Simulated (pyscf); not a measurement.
Single points on ωB97X-D3(BJ)/def2-SVP structures (PySCF, gas phase). MP2 and CC: frozen core, UHF for open shells. ΔMP2 is the change of the MP2 total energy from the triple- to the quadruple-zeta basis.

Q: What is the homolytic dissociation enthalpy (298 K, CCSD(T)/def2-TZVPP + ΔMP2(QZVPP)) of the Ga–Ga bond of `[F][Ga]([F])[GaH2]`, to [F–Ga–F]• + GaH₂•?

A: Ga–Ga to [F–Ga–F]• + GaH₂•: 71.3 kcal/mol. The radicals are drawn with the spin at the cut bond; how far it spreads was not checked. The CCSD(T) − MP2 part came from Ansatz, without density fitting, on the same reference. The frozen core leaves the outer d or s,p core shells of the metals and heavy elements correlated in the MP2 and CC values, and def2-TZVPP describes them poorly, which can shift differences by a few kcal/mol. Elements up to Kr have no core potential and no relativistic terms here.
